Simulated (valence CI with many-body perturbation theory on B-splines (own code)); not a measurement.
## Rh³⁸⁺: calculated level list

Level of theory: configuration interaction combined with many-body perturbation theory (CI+MBPT): five valence electrons over a frozen Dirac-Fock core [He], a basis of 11 s, 11 p, 10 d, 8 f, 5 g, 2 h functions for each j, with the one-electron correlation potential Σ1, the two-electron term Σ2, the three-electron term Σ3, Breit, model QED; selected CI, second order for the rest, scaled by the run's own slope (own B-spline code, finite nucleus).

No measured spectrum was set against this ion. As an estimate, large intervals hold to a few tenths of a per cent, small ones and those within an open d or f shell to about a per cent. Among the levels kept, up to 11000 cm⁻¹ of a level comes from second order outside the variational space, and about a tenth of that is noise between levels of different J, which matters for small intervals.

Levels 1 to 45 of 203, with energies above the lowest level, (2s^2 2p1/2^2 2p3/2) J=3/2. "Leading %" is the weight of the configuration and term that name the level; weights of strongly mixed levels are sums over their largest components and can fall short, so below about 35 % the name and the second component can differ from the true leading terms, or belong to a minority configuration. In the jj column 3d3/2^4 stands for four electrons in 3d with j = 3/2. Lifetimes count E1, E2, E3, M1 and M2 decay at the calculated energies, and are blank where another channel may lead or the interval is too uncertain; long ones can be off by a factor of two.

```
No.  Configuration  Term    J  E (eV)  Leading %  Lifetime     Second component                     Leading jj
  1        2s2.2p3   2P°  3/2     0.0         43               32 % 2s2.2p3 4S°      2s^2 2p1/2^2 2p3/2 (98 %)
  2        2s2.2p3   4S°  3/2   137.1         52   36.0 ns     47 % 2s2.2p3 2D°      2s^2 2p1/2 2p3/2^2 (98 %)
  3        2s2.2p3   2D°  5/2   154.1        100    202 ns                          2s^2 2p1/2 2p3/2^2 (100 %)
  4        2s2.2p3   2P°  1/2   177.5         99   44.0 ns                           2s^2 2p1/2 2p3/2^2 (99 %)
  5         2s.2p4    4P  5/2   306.9         80   13.7 ps       20 % 2s.2p4 2D      2s 2p1/2^2 2p3/2^2 (98 %)
  6        2s2.2p3   2P°  3/2   315.3         55   16.2 ns     29 % 2s2.2p3 2D°            2s^2 2p3/2^3 (98 %)
  7         2s.2p4    2S  1/2   359.1         52   3.77 ps       43 % 2s.2p4 4P      2s 2p1/2^2 2p3/2^2 (94 %)
  8         2s.2p4    2D  3/2   360.3         35   2.42 ps       33 % 2s.2p4 2P      2s 2p1/2^2 2p3/2^2 (92 %)
  9         2s.2p4    4P  3/2   463.4         67   4.00 ps       24 % 2s.2p4 2D        2s 2p1/2 2p3/2^3 (94 %)
 10         2s.2p4    2D  5/2   489.4         80   4.30 ps       20 % 2s.2p4 4P        2s 2p1/2 2p3/2^3 (98 %)
 11         2s.2p4    2P  1/2   515.8         56   1.64 ps       35 % 2s.2p4 4P        2s 2p1/2 2p3/2^3 (90 %)
 12         2s.2p4    2P  3/2   527.8         57   1.52 ps       41 % 2s.2p4 2D        2s 2p1/2 2p3/2^3 (97 %)
 13         2s.2p4    2P  1/2   671.0         40   1.69 ps       38 % 2s.2p4 2S              2s 2p3/2^4 (94 %)
 14            2p5   2P°  3/2   716.2         99   1.48 ps                              2p1/2^2 2p3/2^3 (99 %)
 15            2p5   2P°  1/2   869.5         99   1.14 ps                                2p1/2 2p3/2^4 (99 %)
 16     2s2.2p2.3s    4P  1/2  3086.9         51   46.9 fs   26 % 2s2.2p2.3s 2S         2s^2 2p1/2^2 3s (98 %)
 17     2s2.2p2.3p   4D°  1/2  3138.3         42   4.59 ps  40 % 2s2.2p2.3p 2P°      2s^2 2p1/2^2 3p1/2 (98 %)
 18     2s2.2p2.3p   2P°  3/2  3189.2         27   3.70 ps  25 % 2s2.2p2.3p 4D°      2s^2 2p1/2^2 3p3/2 (97 %)
 19     2s2.2p2.3s    4P  3/2  3227.1         88   58.1 fs   10 % 2s2.2p2.3s 2P     2s^2 2p1/2 2p3/2 3s (99 %)
 20     2s2.2p2.3s    2P  1/2  3233.0         68   30.1 fs   31 % 2s2.2p2.3s 4P     2s^2 2p1/2 2p3/2 3s (99 %)
 21     2s2.2p2.3s    2D  5/2  3240.6         56   31.5 fs   40 % 2s2.2p2.3s 4P     2s^2 2p1/2 2p3/2 3s (96 %)
 22     2s2.2p2.3d    4F  3/2  3241.8         37   35.5 fs   26 % 2s2.2p2.3d 2D      2s^2 2p1/2^2 3d3/2 (98 %)
 23     2s2.2p2.3s    2D  3/2  3245.2         60   30.6 fs   38 % 2s2.2p2.3s 2P     2s^2 2p1/2 2p3/2 3s (99 %)
 24     2s2.2p2.3d    2D  5/2  3261.5         28   7.69 fs   21 % 2s2.2p2.3d 4D      2s^2 2p1/2^2 3d5/2 (95 %)
 25     2s2.2p2.3p   4P°  1/2  3278.2         44   5.46 ps  29 % 2s2.2p2.3p 4D°  2s^2 2p1/2 2p3/2 3p1/2 (99 %)
 26     2s2.2p2.3p   4D°  3/2  3283.1         55   6.33 ps  24 % 2s2.2p2.3p 2D°  2s^2 2p1/2 2p3/2 3p1/2 (98 %)
 27     2s2.2p2.3p   2F°  5/2  3293.3         41   4.80 ps  32 % 2s2.2p2.3p 2D°  2s^2 2p1/2 2p3/2 3p1/2 (98 %)
 28     2s2.2p2.3p   2P°  3/2  3311.7         38    986 fs  26 % 2s2.2p2.3p 4S°  2s^2 2p1/2 2p3/2 3p1/2 (95 %)
 29     2s2.2p2.3p   4D°  5/2  3322.9         51   2.30 ps  33 % 2s2.2p2.3p 4P°  2s^2 2p1/2 2p3/2 3p3/2 (96 %)
 30     2s2.2p2.3p   4P°  1/2  3326.9         37   3.82 ps  31 % 2s2.2p2.3p 2P°  2s^2 2p1/2 2p3/2 3p3/2 (98 %)
 31     2s2.2p2.3p   2D°  3/2  3331.9         50   3.34 ps  30 % 2s2.2p2.3p 4P°  2s^2 2p1/2 2p3/2 3p3/2 (97 %)
 32     2s2.2p2.3p   2F°  7/2  3337.7         57   5.64 ps  42 % 2s2.2p2.3p 4D°  2s^2 2p1/2 2p3/2 3p3/2 (98 %)
 33     2s2.2p2.3p   2P°  3/2  3342.9         42    488 fs  22 % 2s2.2p2.3p 4S°  2s^2 2p1/2 2p3/2 3p3/2 (93 %)
 34     2s2.2p2.3p   2D°  5/2  3351.2         52    937 fs  22 % 2s2.2p2.3p 2F°  2s^2 2p1/2 2p3/2 3p3/2 (93 %)
 35     2s2.2p2.3p   2P°  1/2  3362.1         83    688 fs   8 % 2s2.2p2.3p 4D°  2s^2 2p1/2 2p3/2 3p3/2 (96 %)
 36      2s.2p3.3s   6S°  5/2  3372.4         46    138 fs   34 % 2s.2p3.3s 4P°     2s 2p1/2^2 2p3/2 3s (84 %)
 37     2s2.2p2.3d    4F  3/2  3382.9         42   18.2 fs   32 % 2s2.2p2.3d 2P  2s^2 2p1/2 2p3/2 3d3/2 (96 %)
 38     2s2.2p2.3d    4F  5/2  3384.7         55   40.5 fs   37 % 2s2.2p2.3d 2F  2s^2 2p1/2 2p3/2 3d3/2 (96 %)
 39     2s2.2p2.3d    4D  1/2  3385.7         80   36.5 fs   14 % 2s2.2p2.3d 2P  2s^2 2p1/2 2p3/2 3d3/2 (99 %)
 40      2s.2p3.3s   4S°  3/2  3389.6         40   37.8 fs   27 % 2s.2p3.3s 2P°     2s 2p1/2^2 2p3/2 3s (89 %)
 41     2s2.2p2.3s    4P  5/2  3391.2         52   18.7 fs   38 % 2s2.2p2.3s 2D         2s^2 2p3/2^2 3s (89 %)
 42     2s2.2p2.3d    4F  7/2  3392.9         65    191 fs   22 % 2s2.2p2.3d 4D  2s^2 2p1/2 2p3/2 3d5/2 (79 %)
 43     2s2.2p2.3d    2F  7/2  3396.2         42   3.15 ps   28 % 2s2.2p2.3d 4D  2s^2 2p1/2 2p3/2 3d3/2 (70 %)
 44     2s2.2p2.3s    2P  3/2  3397.3         45   20.5 fs   33 % 2s2.2p2.3s 2D         2s^2 2p3/2^2 3s (87 %)
 45     2s2.2p2.3d    2F  5/2  3400.2         37   6.20 fs   33 % 2s2.2p2.3d 4P  2s^2 2p1/2 2p3/2 3d5/2 (49 %)
```

The ionisation energy to 2s2.2p2 3P_0 of the next ion comes out as 5597.8 eV (NIST: 5600 ± 40 eV (semi-empirical)). All 203 levels together are meant to be complete up to 3843.8 eV.
